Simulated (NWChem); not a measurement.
System: MgGeSiH6; SMILES [SiH3][Mg][GeH3]

```xyz
9

Mg     0.0420    -0.7324     0.0016
Si     0.1903    -3.3163     0.0066
H      1.5169    -3.8263    -0.4825
H     -0.8468    -3.9623    -0.8688
H      0.0007    -3.9093     1.3747
Ge    -0.1077     1.8584    -0.0029
H     -0.5849     2.4502    -1.3534
H     -1.0897     2.4249     1.0537
H      1.2438     2.5588     0.2878
```
Atoms are numbered in this order, from 1.

Level: PBE0/def2-SVP (NWChem), optimised geometry, unscaled harmonic frequencies. 

```json
[
 {"frequency (cm⁻¹)": "10", "IR intensity (km/mol)": "0.0"},
 {"frequency (cm⁻¹)": "84", "IR intensity (km/mol)": "18.2"},
 {"frequency (cm⁻¹)": "84", "IR intensity (km/mol)": "18.1"},
 {"frequency (cm⁻¹)": "188", "IR intensity (km/mol)": "0.0"},
 {"frequency (cm⁻¹)": "332", "IR intensity (km/mol)": "0.2"},
 {"frequency (cm⁻¹)": "332", "IR intensity (km/mol)": "0.2"},
 {"frequency (cm⁻¹)": "385", "IR intensity (km/mol)": "0.0"},
 {"frequency (cm⁻¹)": "385", "IR intensity (km/mol)": "0.0"},
 {"frequency (cm⁻¹)": "413", "IR intensity (km/mol)": "45.9"},
 {"frequency (cm⁻¹)": "785", "IR intensity (km/mol)": "465.9"},
 {"frequency (cm⁻¹)": "847", "IR intensity (km/mol)": "170.0"},
 {"frequency (cm⁻¹)": "893", "IR intensity (km/mol)": "32.3"},
 {"frequency (cm⁻¹)": "893", "IR intensity (km/mol)": "32.3"},
 {"frequency (cm⁻¹)": "938", "IR intensity (km/mol)": "38.5"},
 {"frequency (cm⁻¹)": "938", "IR intensity (km/mol)": "38.5"},
 {"frequency (cm⁻¹)": "2098", "IR intensity (km/mol)": "145.2"},
 {"frequency (cm⁻¹)": "2104", "IR intensity (km/mol)": "134.2"},
 {"frequency (cm⁻¹)": "2104", "IR intensity (km/mol)": "134.2"},
 {"frequency (cm⁻¹)": "2180", "IR intensity (km/mol)": "101.5"},
 {"frequency (cm⁻¹)": "2188", "IR intensity (km/mol)": "99.6"},
 {"frequency (cm⁻¹)": "2188", "IR intensity (km/mol)": "99.6"}
]
```

The zero-point energy comes out as 29.1 kcal/mol. The thermal correction to the enthalpy at 298.15 K (with zero-point energy) is 34.7 kcal/mol and the heat capacity Cv is 24.6 cal/(mol K). The entropy at 298.15 K and 1 atm (symmetry number 3) is 89.4 cal/(mol K) and the dipole moment comes out as 0.17 D.

Rigid rotor and harmonic oscillator; modes under 100 cm⁻¹ make the entropy uncertain.
